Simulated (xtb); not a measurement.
C3H9In, charge +1, sextet, geometry from GFN2-xTB of the parent state (such geometries of metal compounds can be far from the true shape) (a state made from the parent by changing its charge; the spin is typed, not shown lowest); GFN0-xTB in xtb.

Here is a job for xtb.
```
$ xtb mol.xyz --gfn 0 --chrg 1 --uhf 5 --json

# file mol.xyz
13

In    -0.01459449     0.12307668    -0.08003243
C     -1.21332375    -1.90868512     0.19751126
H     -0.58880252    -2.67841394    -0.24526533
H     -2.12601746    -1.71911321    -0.35790670
H     -1.36965118    -2.03756831     1.26400781
C     -0.21507133     2.01031358    -1.29366667
H      0.68750489     2.11902042    -1.89540330
H     -0.32159150     2.84485438    -0.60032830
H     -1.09837796     1.90884052    -1.92477681
C      1.50549555    -0.75577286     1.52126054
H      2.31397170    -0.03254945     1.49570674
H      1.79109384    -1.74329790     1.17263736
H      0.96439733    -0.76766314     2.46228666
```

Output, abridged:

```
   ID    Z sym.   atoms
    1   49 In     1
    2    6 C      2, 6, 10
    3    1 H      3-5, 7-9, 11-13

           -------------------------------------------------
          |                Calculation Setup                |
           -------------------------------------------------

           -------------------------------------------------
          |                 G F N 0 - x T B                 |
           -------------------------------------------------

          ...................................................
          :                      SETUP                      :
          :.................................................:
          :  # basis functions                  40          :
          :  # atomic orbitals                  39          :
          :  # shells                           27          :
          :  # electrons                        23          :
          :  electronic temp.          300.0000000     K    :
          :  accuracy                    1.0000000          :
          :  -> integral cutoff          0.2500000E+02      :
          :  -> integral neglect         0.1000000E-07      :
          ...................................................

         :::::::::::::::::::::::::::::::::::::::::::::::::::::
         ::                     SUMMARY                     ::
         :::::::::::::::::::::::::::::::::::::::::::::::::::::
         :: total energy             -10.434353587709 Eh    ::
         :: gradient norm              0.107437757957 Eh/a0 ::
         :: HOMO-LUMO gap              0.256246980977 eV    ::
         ::.................................................::
         :: H0 energy                -11.891803656905 Eh    ::
         :: repulsion energy           0.179896938429 Eh    ::
         :: electrostat energy         1.279644201857 Eh    ::
         :: -> Gsolv                   0.000000000000 Eh    ::
         ::    -> Gsasa                0.000000000000 Eh    ::
         ::    -> Gshift               0.000000000000 Eh    ::
         :: dispersion energy         -0.002091071091 Eh    ::
         :: short-range corr.          0.000000000000 Eh    ::
         :: add. restraining           0.000000000000 Eh    ::
         :: total charge               1.000000000000 e     ::
         :::::::::::::::::::::::::::::::::::::::::::::::::::::

           -------------------------------------------------
          |                Property Printout                |
           -------------------------------------------------

    * Orbital Energies and Occupations

         #    Occupation            Energy/Eh            Energy/eV
      -------------------------------------------------------------
         1        2.0000           -0.6209379             -16.8966
         2        2.0000           -0.6190749             -16.8459
         3        2.0000           -0.6177813             -16.8107
         4        2.0000           -0.5353892             -14.5687
         5        2.0000           -0.5348281             -14.5534
         6        2.0000           -0.5308964             -14.4464
         7        2.0000           -0.5302599             -14.4291
         8        2.0000           -0.5295876             -14.4108
         9        2.0000           -0.5290015             -14.3949
        10        1.0000           -0.4994645             -13.5911
        11        1.0000           -0.4118396             -11.2067
        12        1.0000           -0.3970987             -10.8056
        13        1.0000           -0.3162962              -8.6069
        14        0.9930           -0.1715777              -4.6689 (HOMO)
        15        0.0070           -0.1621608              -4.4126 (LUMO)
        16                         -0.1514673              -4.1216
        17                         -0.1356346              -3.6908
        18                         -0.1325555              -3.6070
        19                         -0.1300823              -3.5397
        20                         -0.1265751              -3.4443
        21                         -0.1023274              -2.7845
        22                         -0.0914869              -2.4895
        23                         -0.0424425              -1.1549
        24                          0.0376736               1.0252
        25                          0.0636573               1.7322
       ...                                ...                  ...
        39                          1.0548238              28.7032
      -------------------------------------------------------------
                  HL-Gap            0.0094169 Eh            0.2562 eV
             Fermi-level            0.0000000 Eh            0.0000 eV

     #   Z          covCN         q      C6AA      α(0)
     1  49 In       2.416     0.429   287.242    32.695
     2   6 C        3.562    -0.550    38.743     9.153
     3   1 H        0.925     0.245     0.898     1.482
     4   1 H        0.925     0.250     0.878     1.465
     5   1 H        0.925     0.244     0.899     1.483
     6   6 C        3.613    -0.555    38.403     9.037
     7   1 H        0.925     0.249     0.881     1.468
     8   1 H        0.925     0.249     0.880     1.467
     9   1 H        0.925     0.249     0.883     1.469
    10   6 C        3.562    -0.550    38.761     9.157
    11   1 H        0.925     0.250     0.877     1.464
    12   1 H        0.925     0.245     0.899     1.482
    13   1 H        0.925     0.245     0.898     1.482

 Mol. C6AA /au·bohr⁶  :       1919.917236
 Mol. C8AA /au·bohr⁸  :     111474.421224
 Mol. α(0) /au        :         73.304909

Wiberg/Mayer (AO) data.
largest (>0.10) Wiberg bond orders for each atom

 ---------------------------------------------------------------------------
     #   Z sym  total        # sym  WBO       # sym  WBO       # sym  WBO
 ---------------------------------------------------------------------------
     1  49 In   1.279 --    10 C    0.222     2 C    0.221     6 C    0.220
                            13 H    0.104     3 H    0.103
     2   6 C    3.154 --     5 H    0.975     3 H    0.974     4 H    0.971
                             1 In   0.221
     3   1 H    1.101 --     2 C    0.974     1 In   0.103
     4   1 H    0.994 --     2 C    0.971
     5   1 H    1.060 --     2 C    0.975
     6   6 C    3.138 --     8 H    0.969     7 H    0.969     9 H    0.967
                             1 In   0.220
     7   1 H    1.089 --     6 C    0.969
     8   1 H    1.081 --     6 C    0.969
     9   1 H    0.987 --     6 C    0.967
    10   6 C    3.155 --    12 H    0.975    13 H    0.974    11 H    0.971
                             1 In   0.222
    11   1 H    0.994 --    10 C    0.971
    12   1 H    1.067 --    10 C    0.975
    13   1 H    1.111 --    10 C    0.974     1 In   0.104
 ---------------------------------------------------------------------------

Topologies differ in total number of bonds
Writing topology from bond orders to xtbtopo.mol

 dipole moment from electron density (au)
     X       Y       Z
  -0.1340   0.2855  -0.2693  total (Debye):    1.054

           -------------------------------------------------
          | TOTAL ENERGY              -10.434353587709 Eh   |
          | GRADIENT NORM               0.107437757957 Eh/α |
          | HOMO-LUMO GAP               0.256246980977 eV   |
           -------------------------------------------------

normal termination of xtb
```
